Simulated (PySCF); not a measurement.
# C₆ coefficients of unlike pairs at PBE0

Calculated with PySCF 2.14 from the dipole response of each species, C₆(A,B) = (3/π) ∫ α_A(iu) α_B(iu) du, in atomic units, from isotropic polarisabilities. For ions this is the dispersion term alone; charge-induced terms of lower order in 1/R come first.

| species | configuration | basis | relativity | α (bohr³) | C₆ (like pair) |
| --- | --- | --- | --- | --- | --- |
| P²⁺ | [Ne] 3s2 3p1 (2P) | aug-cc-pV(Q+d)Z (7s6p5d3f2g) | none | 9.274 | 33.53 |
| Si²⁺ | [Ne] 3s2 (1S) | aug-cc-pV(5+d)Z (8s7p6d4f3g2h) | none | 11.95 | 41.50 |
| Cu²⁺ | [Ar] 3d9 (2D) | aug-cc-pwCVDZ-PP with ECP10MDF (6s6p5d3f) | core potential | 2.420 | 5.760 |
| Bi⁺ | [Xe] 4f14 5d10 6s2 6p2 (3P) | aug-cc-pVQZ-PP with one added diffuse shell each of s, p, d, f, g type with ECP60MDF (8s8p6d4f3g) | core potential | 27.46 | 252.6 |

Q: Estimate C₆ for Bi⁺ with Cu²⁺.

A: The integral gives 33.66. The combination rule 2 C_A C_B / (C_A α_B/α_A + C_B α_A/α_B) gives 33.21 and the geometric mean 38.14.

No spin-orbit coupling is included, so Bi⁺, close to jj coupling, stand for model states.

The other pairs:

```
      pair     C₆
Cu²⁺, Si²⁺  12.68
 Cu²⁺, P²⁺  12.11
  Bi⁺, P²⁺  91.75
 Si²⁺, P²⁺  36.93
 Bi⁺, Si²⁺  101.5
```
